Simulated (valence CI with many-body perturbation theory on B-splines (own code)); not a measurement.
# Os⁶²⁺: electric-dipole lines

Method: relativistic CI+MBPT: four valence electrons over a frozen Dirac-Fock core [Ne], a basis of 11 s, 11 p, 10 d, 8 f, 5 g, 2 h functions for each j, with the one-electron correlation potential Σ1 (screened to all orders), the two-electron term Σ2, the three-electron term Σ3, Breit, model QED; selected single and double excitations, second order for the rest, scaled by the run's own slope (own B-spline code, finite nucleus).

No measured spectrum was set against this ion. As an estimate, large intervals hold to a few tenths of a per cent, small ones and those within an open d or f shell to about a per cent. Among the levels kept, up to 600 cm⁻¹ of a level comes from second order outside the variational space, and about a tenth of that is noise between levels of different J, which matters for small intervals.

Lines 51 to 100 of 576 in falling wavelength, among levels below 140.50 Ry, chosen from the strongest by gf and those to the six lowest levels. Wavelengths and rates use the calculated energies. Electric multipoles are in the length gauge, E1 and E2 with the static RPA response of the core. Weak lines are less certain than strong ones. Lines between different terms over intervals too small for the method are left out, as are lines whose strength nearly cancels. The highest levels of a list are the least certain.

Levels are named by their leading jj configuration (3d3/2^4 stands for four electrons in 3d with j = 3/2), which in mixed levels can hold well under half, so a name can repeat and another be missing. Letters in brackets count levels of one name in rising energy.

```csv
λ vac (nm),Upper,Lower,A (s⁻¹),log gf,Branch %
6.323,(3p1/2^2 3p3/2 3d5/2) J=1,(3s 3p1/2 3p3/2 3d5/2) J=1 [c],4.76e+10,-1.07,3.8
6.311,(3p1/2^2 3p3/2 3d5/2) J=2,(3s 3p1/2 3p3/2 3d5/2) J=3 [b],3.21e+10,-1.02,2.9
6.303,(3s 3p1/2 3p3/2^2) J=2 [b],(3s^2 3p3/2^2) J=2,2.30e+10,-1.17,1.3
6.266,(3p1/2 3p3/2^3) J=1,(3s 3p3/2^3) J=2,4.93e+10,-1.06,0.9
6.216,(3p1/2^2 3p3/2 3d5/2) J=3,(3s 3p1/2 3p3/2 3d5/2) J=4 [c],2.56e+10,-0.98,1.9
6.192,(3p1/2^2 3d5/2^2) J=2,(3s 3p1/2 3d5/2^2) J=3 [a],8.32e+10,-0.62,12.1
6.133,(3s 3p1/2 3p3/2 3d5/2) J=3 [c],(3s^2 3p3/2 3d5/2) J=4,3.47e+10,-0.86,1.5
6.099,(3p1/2 3p3/2^2 3d5/2) J=3,(3s 3p3/2^2 3d5/2) J=4 [a],5.35e+10,-0.68,1.5
6.092,(3p1/2^2 3d3/2 3d5/2) J=4,(3s 3p1/2 3d3/2 3d5/2) J=4 [b],2.72e+10,-0.87,4.6
6.090,(3p1/2^2 3d5/2^2) J=4,(3s 3p1/2 3d5/2^2) J=5,7.82e+10,-0.41,13.0
6.082,(3s 3p1/2^2 3d3/2) J=1,(3s 3p1/2^2 3p3/2) J=1,1.65e+10,-1.56,27.2
6.061,(3s 3p1/2^2 3p3/2) J=1,(3s^2 3p1/2 3p3/2) J=1,1.60e+10,-1.58,1.7
6.041,(3s 3p1/2 3p3/2 3d5/2) J=4 [c],(3s^2 3p3/2 3d5/2) J=4,2.12e+10,-0.98,1.4
6.041,(3s 3p1/2 3p3/2 3d3/2) J=2 [e],(3s^2 3p3/2 3d3/2) J=3,3.72e+10,-0.99,0.7
6.034,(3p1/2 3p3/2^2 3d5/2) J=4 [a],(3s 3p3/2^2 3d5/2) J=5,4.88e+10,-0.62,1.8
6.015,(3p1/2^2 3d3/2 3d5/2) J=4,(3s 3p1/2 3d3/2 3d5/2) J=5,7.87e+10,-0.42,13.4
5.956,(3p1/2 3p3/2^2 3d3/2) J=2 [b],(3s 3p3/2^2 3d3/2) J=3 [a],3.55e+10,-1.03,0.7
5.954,(3p1/2^2 3d3/2 3d5/2) J=3,(3s 3p1/2 3d3/2 3d5/2) J=2 [a],1.95e+10,-1.14,4.0
5.954,(3s^2 3p3/2^2) J=2,(3s 3p1/2^2 3p3/2) J=1,2.18e+08,-3.24,3.5
5.930,(3p1/2^2 3p3/2 3d5/2) J=4,(3s 3p1/2 3p3/2 3d5/2) J=5,7.19e+10,-0.47,6.7
5.929,(3p1/2 3p3/2^2 3d5/2) J=4 [b],(3s 3p3/2^2 3d5/2) J=4 [a],3.58e+10,-0.77,1.0
5.922,(3p1/2^2 3d3/2 3d5/2) J=3,(3s 3p1/2 3d3/2 3d5/2) J=4 [a],6.79e+10,-0.60,14.1
5.919,(3p1/2 3p3/2^2 3d3/2) J=3 [b],(3s 3p3/2^2 3d3/2) J=4,6.55e+10,-0.62,1.3
5.905,(3p1/2^2 3p3/2 3d3/2) J=2,(3s 3p1/2 3p3/2 3d3/2) J=3 [a],4.65e+10,-0.92,8.3
5.898,(3p1/2 3p3/2^2 3d5/2) J=5,(3s 3p3/2^2 3d5/2) J=5,3.62e+10,-0.68,2.2
5.868,(3p1/2^2 3p3/2 3d3/2) J=3,(3s 3p1/2 3p3/2 3d3/2) J=4,8.94e+10,-0.49,6.5
5.850,(3p1/2^2 3d3/2^2) J=2,(3s 3p1/2 3d3/2^2) J=2 [a],4.60e+10,-0.93,18.5
5.845,(3s 3p1/2^2 3d3/2) J=2,(3s 3p1/2^2 3p3/2) J=1,7.98e+09,-1.69,14.6
5.818,(3s 3p1/2 3p3/2 3d3/2) J=2 [b],(3s 3p1/2 3p3/2^2) J=3,7.02e+10,-0.75,4.8
5.781,(3p1/2^2 3p3/2 3d5/2) J=3,(3s 3p1/2 3p3/2 3d5/2) J=4 [b],3.61e+10,-0.90,2.7
5.683,(3s^2 3p1/2 3d3/2) J=2,(3s^2 3p1/2 3p3/2) J=2,1.08e+10,-1.58,97.0
5.682,(3p1/2^2 3d3/2 3d5/2) J=2,(3p1/2^2 3p3/2 3d5/2) J=3,5.10e+10,-0.91,11.2
5.677,(3p1/2^2 3d5/2^2) J=4,(3s 3p1/2 3d5/2^2) J=4 [a],1.61e+10,-1.16,2.7
5.661,(3p1/2^2 3d3/2^2) J=2,(3p1/2^2 3p3/2 3d3/2) J=3,3.93e+10,-1.03,15.8
5.537,(3p1/2^2 3p3/2 3d3/2) J=1,(3s 3p1/2 3p3/2 3d3/2) J=2 [b],8.09e+10,-0.95,5.8
5.444,(3s^2 3p1/2 3d3/2) J=2,(3s^2 3p1/2 3p3/2) J=1,3.29e+08,-3.14,3.0
5.392,(3s^2 3p3/2^2) J=0,(3s 3p1/2^2 3p3/2) J=1,6.48e+08,-3.55,46.5
5.341,(3s 3p1/2^2 3d3/2) J=1,(3s 3p1/2^2 3p3/2) J=2,6.05e+09,-2.11,9.9
5.326,(3p1/2^2 3p3/2 3d5/2) J=4,(3s 3p1/2 3p3/2 3d5/2) J=4 [a],3.72e+10,-0.85,3.5
5.286,(3s 3p1/2 3d3/2 3d5/2) J=4 [b],(3s 3p1/2 3p3/2 3d5/2) J=4 [b],2.29e+10,-1.06,3.9
5.242,(3s^2 3p3/2^2) J=2,(3s 3p1/2^2 3p3/2) J=2,8.69e+08,-2.75,13.8
5.157,(3s 3p1/2^2 3d3/2) J=2,(3s 3p1/2^2 3p3/2) J=2,1.35e+10,-1.57,24.8
4.926,(3p1/2^2 3d3/2 3d5/2) J=4,(3p1/2^2 3p3/2 3d5/2) J=4,3.48e+10,-0.94,5.9
4.869,(3s 3p1/2 3d3/2 3d5/2) J=5,(3s 3p1/2 3p3/2 3d5/2) J=5,2.23e+10,-1.06,6.6
4.697,(3s^2 3p1/2 3d3/2) J=1,(3s^2 3p1/2 3p3/2) J=2,5.97e+09,-2.23,0.1
4.532,(3s^2 3p1/2 3d3/2) J=1,(3s^2 3p1/2 3p3/2) J=1,2.90e+09,-2.57,0.1
4.307,(3s 3p1/2^2 3d5/2) J=3,(3s^2 3p1/2 3d3/2) J=2,6.18e+08,-2.92,0.2
4.102,(3s 3p1/2 3d5/2^2) J=4 [a],(3s 3p1/2 3p3/2 3d5/2) J=3 [c],4.41e+10,-1.00,5.6
4.101,(3s 3p1/2^2 3d5/2) J=2,(3s^2 3p1/2 3d3/2) J=2,5.77e+08,-3.14,0.2
4.020,(3s 3p1/2 3d5/2^2) J=3 [b],(3s 3p1/2 3p3/2 3d5/2) J=2 [d],2.26e+11,-0.42,20.8
```

Q: How does gf follow from A for the line at 5.157 nm?

A: gf = 1.4992 × (2J+1)_upper × A / σ², with σ = 1938993 cm⁻¹ and 2J+1 = 5: gf = 0.0269.
